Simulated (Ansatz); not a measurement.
This geometry of BH6NSeSi (10 atoms, charge 0, multiplicity 1) is a first-order saddle point.

These are results of RKS PBE/def2-SVP in Ansatz 0.2.0, not measurements.

```xyz
10
Properties=species:S:1:pos:R:3
N -0.656 1.627 -0.839
B 0.064 0.515 -1.264
Se 1.699 -0.056 -0.235
Si 0.476 -1.325 1.229
H -1.484 1.973 -1.328
H -0.398 2.168 -0.010
H -0.275 -0.088 -2.263
H -0.394 -2.323 0.511
H -0.415 -0.488 2.111
H 1.467 -2.056 2.091
```

Q: Which two structures does it join? (They come from a converged band through this point; their orientation in space is the band's.)

A: No bond is made or broken. The height of N1 over the plane of its neighbours goes from -0.01 to 0.00 Å.

First end point:

```xyz
10
Properties=species:S:1:pos:R:3
N -0.843 1.209 -0.768
B 0.245 0.646 -1.443
Se 1.452 -0.751 -0.746
Si 0.470 -1.196 1.283
H -1.416 1.936 -1.198
H -1.128 0.981 0.186
H 0.521 1.021 -2.565
H -0.825 -1.951 1.136
H 0.169 0.076 2.037
H 1.437 -2.023 2.080
```

Last end point:

```xyz
10
Properties=species:S:1:pos:R:3
N -0.476 1.608 -1.744
B -0.367 0.704 -0.681
Se 1.330 -0.263 -0.375
Si 0.598 -1.435 1.464
H -1.338 2.122 -1.929
H 0.277 1.820 -2.401
H -1.320 0.517 0.050
H -0.592 -2.295 1.134
H 0.231 -0.517 2.597
H 1.742 -2.313 1.888
```

Q: How far does it lie above each of them?

A: 0.197 eV above the first and 0.216 eV above the second. This is the barrier of this one path; another mechanism may lie lower.

The run took 2.5 min on 2 threads of Intel(R) Xeon(R) Platinum 8488C (Sapphire Rapids) (shared host), peak memory 0.17 GiB.
